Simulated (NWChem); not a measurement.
C₅H₈; SMILES CC#CCC

```xyz
13

C      0.2203     2.6574    -0.0009
C     -0.0848     1.2283     0.0267
C     -0.3424     0.0464     0.0504
C     -0.6283    -1.3908     0.0761
C      0.6336    -2.2614    -0.0762
H      1.2958     2.8339    -0.1273
H     -0.0873     3.1507     0.9296
H     -0.2957     3.1613    -0.8277
H     -1.3393    -1.6376    -0.7249
H     -1.1356    -1.6469     1.0168
H      1.1376    -2.0536    -1.0256
H      1.3436    -2.0625     0.7330
H      0.3701    -3.3247    -0.0508
```
Atoms are numbered in this order, from 1.

All runs use the structure optimised with B3LYP/6-31G* (spherical d).

**Question.** Give the principal values of the shielding tensors (ppm) of C1, C2, C3, C4, C5 from PBE0/pcSseg-1, GIAO (NWChem), with their diamagnetic and paramagnetic parts as GIAO splits them.

**Answer.** 
```tsv
atom	σ11	σ22	σ33	isotropic	diamagnetic	paramagnetic
C1	172.2	172.2	196.0	180.1	253.9	-73.8
C2	22.2	22.7	267.7	104.2	261.0	-156.8
C3	5.8	14.0	276.3	98.7	259.9	-161.2
C4	158.3	168.5	180.9	169.2	250.1	-80.8
C5	156.1	163.6	185.7	168.5	249.8	-81.4
```
